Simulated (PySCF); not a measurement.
From one molecule to another.

First species: [TaO2Cl2]- (charge -1 and singlet state).
Structure used (PBE0-D3(BJ)/def2-SVP), in Å, numbered top down from 1:
```
atom  x, y, z in Å
Ta1    0.0830   -0.0054    0.0811
O2    -0.1869   -0.1394    1.8058
O3     1.8163   -0.0280   -0.1706
Cl4   -0.8111    2.0668   -0.7159
Cl5   -0.9012   -1.8940   -1.0004
```

Second species: SiH3(NHEt), C2H9NSi.
Z-matrix (Å and degrees, PBE0-D3(BJ)/def2-SVP geometry), rows numbered from 1:
```
Si
H   1  1.4939
H   1  1.5033  2  107.30
H   1  1.4961  2  110.85  3  -115.94
N   1  1.7313  2  107.39  3   125.77
C   5  1.4477  1  124.00  2   172.46
C   6  1.5232  5  114.83  1    86.55
H   5  1.0144  1  117.40  2   -34.16
H   6  1.1052  5  109.41  1  -149.88
H   6  1.1041  5  108.01  1   -35.87
H   7  1.1013  6  111.03  5   -59.45
H   7  1.1014  6  111.34  5  -179.86
H   7  1.1019  6  110.95  5    60.10
```

Levels: wB97X-D/def2-SVPD for HOMO energy, LUMO energy, HOMO–LUMO gap and static isotropic polarisability; TDDFT wB97X-D/def2-SVPD for lowest singlet excitation; TDA wB97X-D/def2-SVPD for lowest triplet excitation (Tamm–Dancoff). Geometries: PBE0-D3(BJ)/def2-SVP. Each structure is a single optimised conformer of the isolated species (atoms past krypton carry core potentials, spin–orbit coupling is left out); the electronic structure was computed with PySCF and density fitting.

Values for the first species:

```
HOMO energy                              : -5.45 eV
LUMO energy                              : 4.64 eV
HOMO–LUMO gap                            : 10.09 eV
Lowest singlet excitation                : 5.01 eV
Lowest triplet excitation (Tamm–Dancoff) : 4.87 eV
Static isotropic polarisability          : 78.2 au
```

Q: Estimate the same properties for the second species, and the change in each.

A: 
| property | first | second | second less first |
| --- | --- | --- | --- |
| HOMO energy | -5.45 eV | -8.66 eV | -3.21 eV |
| LUMO energy | 4.64 eV | 2.03 eV | -2.61 eV |
| HOMO–LUMO gap | 10.09 eV | 10.69 eV | +0.60 eV |
| lowest singlet excitation | 5.01 eV | 6.10 eV | +1.09 eV |
| lowest triplet excitation (Tamm–Dancoff) | 4.87 eV | 5.87 eV | +1.00 eV |
| static isotropic polarisability | 78.2 au | 62.4 au | -15.8 au |

On the first: S1 lies 5.08 eV below the HOMO–LUMO gap; its leading configuration is HOMO→LUMO, weight 0.86. The principal polarisabilities are 74.3, 77.7 and 82.6 au; their mean is the isotropic value. Atoms past krypton carry effective core potentials; spin–orbit coupling is left out. The geometry's basis has no diffuse functions, a weakness for an anion.

On the second: The principal polarisabilities are 57.4, 58.7 and 71.0 au; their mean is the isotropic value. No computed singlet falls in the visible range (750 to 380 nm, 1.65 to 3.26 eV); S1 lies 2.84 eV above its blue end.
